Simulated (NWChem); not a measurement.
Program: NWChem. System: H$_{6}$Al$_{2}$, charge 0, spin multiplicity 1, at a geometry optimised with PBE0/def2-SVP. The structure started from a generated list of species. Level: B3LYP/6-31G* (spherical d), VWN1-RPA local correlation.

Output (cleaned and shortened):

```
             Northwest Computational Chemistry Package (NWChem) 7.3.0
             --------------------------------------------------------

                                NWChem Input Module
                                -------------------

 Scaling coordinates for geometry "geometry" by  1.889725989
 (inverse scale =  0.529177249)

 Turning off AUTOSYM since
 SYMMETRY directive was detected!

                             Geometry "geometry" -> ""
                             -------------------------

 Output coordinates in angstroms (scale by  1.889725989 to convert to a.u.)

  No.       Tag          Charge          X              Y              Z
 ---- ---------------- ---------- -------------- -------------- --------------
    1 Al                  13.0000     0.00000000     0.00000000    -1.30403800
    2 Al                  13.0000     0.00000000     0.00000000     1.30403800
    3 H                    1.0000     0.00000000    -1.15874200     0.00000000
    4 H                    1.0000    -1.42363400     0.00000000    -1.99347700
    5 H                    1.0000     1.42363400     0.00000000    -1.99347700
    6 H                    1.0000     0.00000000     1.15874200     0.00000000
    7 H                    1.0000    -1.42363400     0.00000000     1.99347700
    8 H                    1.0000     1.42363400     0.00000000     1.99347700

 Effective nuclear repulsion energy (a.u.)      77.7652517786

            Nuclear Dipole moment (a.u.)
            ----------------------------
        X                 Y               Z
 ---------------- ---------------- ----------------
     0.0000000000     0.0000000000     0.0000000000

      Symmetry information
      --------------------

 Group name             D2h
 Group number             26
 Group order               8
 No. of unique centers     3

      Symmetry unique atoms

     1    3    4


 Summary of "ao basis" -> "" (spherical)
 ------------------------------------------------------------------------------
       Tag                 Description            Shells   Functions and Types
 ---------------- ------------------------------  ------  ---------------------
 *                           6-31g*                   on all atoms

                              NWChem Property Module
                              ----------------------

                                 NWChem DFT Module
                                 -----------------

 Summary of "ao basis" -> "ao basis" (spherical)
 ------------------------------------------------------------------------------
       Tag                 Description            Shells   Functions and Types
 ---------------- ------------------------------  ------  ---------------------
 Al                          6-31g*                  8       18   4s3p1d
 H                           6-31g*                  2        2   2s

 Summary of "ao basis" -> "ao basis" (spherical)
 ------------------------------------------------------------------------------
       Tag                 Description            Shells   Functions and Types
 ---------------- ------------------------------  ------  ---------------------
 Al                          6-31g*                  8       18   4s3p1d
 H                           6-31g*                  2        2   2s

            General Information
            -------------------
          SCF calculation type: DFT
          Wavefunction type:  closed shell.
          No. of atoms     :     8
          No. of electrons :    32
           Alpha electrons :    16
            Beta electrons :    16
          Charge           :     0
          Spin multiplicity:     1
          Use of symmetry is: off; symmetry adaption is: off
          Maximum number of iterations: 100
          AO basis - number of functions:    48
                     number of shells:    28
          Convergence on energy requested:  1.00D-06
          Convergence on density requested:  1.00D-05
          Convergence on gradient requested:  5.00D-04

              XC Information
              --------------
                         B3LYP Method XC Potential
                     Hartree-Fock (Exact) Exchange  0.200
                        Slater Exchange Functional  0.800 local
[...]
     7      0.271743  1 Al px                25      0.271744  2 Al px
    40     -0.171919  4 H  s                 42      0.171919  5 H  s
    46     -0.171920  7 H  s                 48      0.171920  8 H  s
    39     -0.166022  4 H  s                 41      0.166022  5 H  s
    45     -0.166023  7 H  s                 47      0.166023  8 H  s

 Vector   16  Occ=2.000000D+00  E=-3.092667D-01
              MO Center=  1.7D-07, -7.3D-10, -6.5D-06, r^2= 6.1D+00
   Bfn.  Coefficient  Atom+Function         Bfn.  Coefficient  Atom+Function
  ----- ------------  ---------------      ----- ------------  ---------------
     7      0.261532  1 Al px                25     -0.261531  2 Al px
    40     -0.181851  4 H  s                 42      0.181851  5 H  s
    46      0.181850  7 H  s                 48     -0.181850  8 H  s
    39     -0.176890  4 H  s                 41      0.176890  5 H  s
    45      0.176890  7 H  s                 47     -0.176890  8 H  s

 Vector   17  Occ=0.000000D+00  E=-4.554965D-02
              MO Center= -4.5D-09, -4.8D-08,  1.1D-06, r^2= 6.4D+00
   Bfn.  Coefficient  Atom+Function         Bfn.  Coefficient  Atom+Function
  ----- ------------  ---------------      ----- ------------  ---------------
    12      0.571021  1 Al py                30     -0.571022  2 Al py
     8      0.416314  1 Al py                26     -0.416315  2 Al py
     4     -0.143266  1 Al py                22      0.143266  2 Al py

 Vector   18  Occ=0.000000D+00  E= 1.188624D-02
              MO Center= -1.4D-08,  2.3D-08,  1.2D-06, r^2= 6.5D+00
   Bfn.  Coefficient  Atom+Function         Bfn.  Coefficient  Atom+Function
  ----- ------------  ---------------      ----- ------------  ---------------
    10      1.767898  1 Al s                 28     -1.767898  2 Al s
    13      1.160158  1 Al pz                31      1.160159  2 Al pz
     6      0.462144  1 Al s                 24     -0.462144  2 Al s
    40     -0.330531  4 H  s                 42     -0.330531  5 H  s
    46      0.330531  7 H  s                 48      0.330531  8 H  s

 Vector   19  Occ=0.000000D+00  E= 2.092730D-02
              MO Center= -2.7D-08, -1.2D-07,  3.1D-06, r^2= 8.7D+00
   Bfn.  Coefficient  Atom+Function         Bfn.  Coefficient  Atom+Function
  ----- ------------  ---------------      ----- ------------  ---------------
    13      0.699043  1 Al pz                31     -0.699043  2 Al pz
    38     -0.538508  3 H  s                 44     -0.538508  6 H  s
    10     -0.379087  1 Al s                 28     -0.379089  2 Al s
    40      0.363454  4 H  s                 42      0.363454  5 H  s
    46      0.363456  7 H  s                 48      0.363456  8 H  s

 center of mass
 --------------
 x =   0.00000000 y =   0.00000000 z =   0.00000000

 moments of inertia (a.u.)
 ------------------
         394.572604387697           0.000000000000           0.000000000000
           0.000000000000         414.084874063006           0.000000000000
           0.000000000000           0.000000000000          38.841576844051

     Multipole analysis of the density
     ---------------------------------

     L   x y z        total         alpha         beta         nuclear
     -   - - -        -----         -----         ----         -------
     0   0 0 0     -0.000000    -16.000000    -16.000000     32.000000

     1   1 0 0      0.000000      0.000000      0.000000      0.000000
     1   0 1 0      0.000000      0.000000      0.000000      0.000000
     1   0 0 1     -0.000001     -0.000000     -0.000000      0.000000

     2   2 0 0    -26.375884    -27.663135    -27.663135     28.950386
     2   1 1 0      0.000000      0.000000      0.000000      0.000000
     2   1 0 1      0.000000      0.000000      0.000000      0.000000
     2   0 2 0    -20.638189    -15.113902    -15.113902      9.589615
     2   0 1 1     -0.000000     -0.000000     -0.000000      0.000000
     2   0 0 2    -23.877476   -119.265639   -119.265639    214.653801

 *** CALLING NEW AORESP DRIVER FOR CLOSED AND OPEN SHELLS ***
 Entering AOResponse driver routine

--------------------------------------------------------------------------------

          ****************
          *** RESPONSE ***
          ****************

 Response module for NWChem and dynamic CPKS solver

          -----------------------------------------------
          Solving response equations for perturbing field
          -----------------------------------------------

 number of frequencies:     1
 frequency in a.u.:  0.0000000E+00
 Perturbing field: electric
 Using El. Dipole Length Gauge

 Setting up CPKS with frequency omega =      0.00000000 a.u.

 STATIC response

                                NWChem CPHF Module
                                ------------------

  scftype          =     RHF
  nclosed          =       16
  nopen            =        0
  variables        =      512
  # of vectors     =        3
  tolerance        = 0.10D-03
  level shift      = 0.00D+00
  max iterations   =       50
  max subspace     =       30

  int2e_file: Failed to allocate cache ... halving
 SCF residual:    2.9883931187937592E-005

Iterative solution of linear equations
  No. of variables      512
  No. of equations        3
  Maximum subspace       30
        Iterations       50
       Convergence  1.0D-04

   iter   nsub   residual    time
   ----  ------  --------  ---------
     1      3    2.40D+00       4.8
     2      6    4.81D-01       6.0
     3      9    6.42D-02       7.2
     4     12    6.09D-03       8.4
     5     15    2.17D-04       9.6
     6     18    1.46D-05      10.9

 Electric Dipole Response Matrix (nonzero elements):

              1        2        3
    1   48.6207   0.0000   0.0000
    2    0.0000  38.0618  -0.0000
    3    0.0000  -0.0000  65.0651

 ------------------------------------------
 average:        50.58253 + I       0.00000

 DFT Linear Response polarizability / au
 Frequency  =       0.0000000 / au
 Wavelength = -999999.0000000 / nm
              X              Y              Z
 -----------------------------------------------
 X      48.6206960      0.0000000      0.0000001
 Y       0.0000000     38.0618048     -0.0000001
 Z       0.0000001     -0.0000001     65.0650803
 -----------------------------------------------
 Eigenvalues =      48.6206960     38.0618048     65.0650803
 Isotropic   =      50.5825270
 Anisotropic =      23.5699474
 -----------------------------------------------

 Magnetic Dipole Response Matrix (nonzero elements):
 Optical rotation tensor Beta

 *** static G'=0. Use GPRIME input with finite omega
 *** or better ORBETA without GPRIME for small or zero freq.

 zero matrix

 ------------------------------------------
 average:         0.00000 + I       0.00000

 Exiting AOResponse driver routine

          -------------
          Dipole Moment
          -------------

 Center of charge (in au) is the expansion point
         X =       0.0000000 Y =       0.0000000 Z =       0.0000000

   Dipole moment        0.0000005863 A.U.
             DMX        0.0000001351 DMXEFC        0.0000000000
             DMY        0.0000000542 DMYEFC        0.0000000000
             DMZ       -0.0000005680 DMZEFC        0.0000000000
   -EFC- dipole         0.0000000000 A.U.
   Total dipole         0.0000005863 A.U.

   Dipole moment        0.0000014903 Debye(s)
             DMX        0.0000003434 DMXEFC        0.0000000000
             DMY        0.0000001379 DMYEFC        0.0000000000
             DMZ       -0.0000014436 DMZEFC        0.0000000000
   -EFC- dipole         0.0000000000 DEBYE(S)
   Total dipole         0.0000014903 DEBYE(S)

 1 a.u. = 2.541766 Debyes

 Task  times  cpu:       10.9s     wall:       10.9s

 Total times  cpu:       10.9s     wall:       10.9s
```

Write an NWChem input that would produce this output.

This is not unique; one that fits is 
```
start mol
memory heap 200 mb stack 900 mb global 1100 mb
geometry units angstroms nocenter noautoz
  Al     0.000000     0.000000    -1.304038
  Al     0.000000     0.000000     1.304038
  H      0.000000    -1.158742     0.000000
  H     -1.423634     0.000000    -1.993477
  H      1.423634     0.000000    -1.993477
  H      0.000000     1.158742     0.000000
  H     -1.423634     0.000000     1.993477
  H      1.423634     0.000000     1.993477
  symmetry group D2h
end
basis spherical
  * library 6-31g*
end
dft
  xc b3lyp
  semidirect memsize 60000000 filesize 0
  iterations 100
end
property
  dipole
  response 1 0.0
end
task dft property
```
